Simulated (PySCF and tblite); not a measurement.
Results of a calculation; reference values are marked as such.
C₅H₂ClF₃S, numbered as in [F:1][C:2]([F:3])([F:4])[c:5]1[cH:6][c:7]([Cl:8])[cH:9][s:10]1.

Free energies: B3LYP-D3(BJ)/def2-SVP (IEF-PCM, acetonitrile) on GFN2-xTB structures plus GFN2-xTB thermal terms, symmetry and mirror images included. Conformers within 2.5 kcal/mol (GFN2-xTB free energy) were kept, 2 at most. GIAO shieldings: wB97X-D/pcSseg-1 (IEF-PCM, acetonitrile). Shifts are against TMS (¹H), TMS (¹³C) at the same level. Run with PySCF (density fitting) and tblite.

List the conformer-averaged shifts at 298.15 K.

¹H: 7.84 (H9, 1H), 7.81 (H6, 1H) ppm. ¹³C: 142.8 (C5), 142.4 (C9), 140.3 (C6), 135.8 (C7), 132.2 (C2) ppm.

Shifts are unscaled: against experiment ¹³C can be off by 15 ppm or more and ¹H by 0.8 ppm.
